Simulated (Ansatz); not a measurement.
Program: Ansatz. Geometries: PBE0-D4/def2-TZVP. ΔE: electronic, gas phase. CCSD(T)/CBS adds triple-zeta CCSD(T) − MP2 to the extrapolated MP2 energy (def2 sets, frozen cores). Functionals use def2-TZVPP. For Mg, V outer-core shells are correlated without core-valence functions, which leaves a few kJ/mol of doubt a bond. Scalar relativity is left out up to krypton. Each species was taken in one conformer, which may not be the lowest.

`[CH3][Mg][Cl]` + `C[N](C)[V]([OH])([Cl])=[N]C(C)(C)C` → `[CH3][Mg][N](C)C` + `CC(C)(C)[N]=[V]([OH])([Cl])[Cl]`  (redistribution)

```tsv
level	ΔE (kJ/mol)
B97M-V	109.3
r2SCANh-D4	110.9
B2PLYP	103.6
PBE	97.6
r2SCANh	108.3
CAM-B3LYP	104.6
CCSD(T)/def2-TZVPP	114.5
MP2/def2-QZVPP	115.3
```

Question: What does CCSD(T)/CBS give? (Best estimate.)

Answer: The calculation gave: +117.4 kJ/mol. The listed levels differ from it by -8.1, -6.5, -13.8, -19.8, -9.1, -12.8, -2.9, -2.1 kJ/mol.

Largest T1 diagnostic among the species: 0.025, so the coupled-cluster value is less sure than usual.

Leaving LDA and LC-ωPBE aside and taking each functional with its dispersion term where it has one, the values, not all of them listed here, spread over 10.2 kJ/mol, from BLYP-D4 to r2SCAN0-D4. LDA lies +7.4 kJ/mol from PBE without D4. From BLYP to BHLYP (50 % exact exchange), in def2-TZVPP and without D4, ΔE moves by +11.8 kJ/mol.
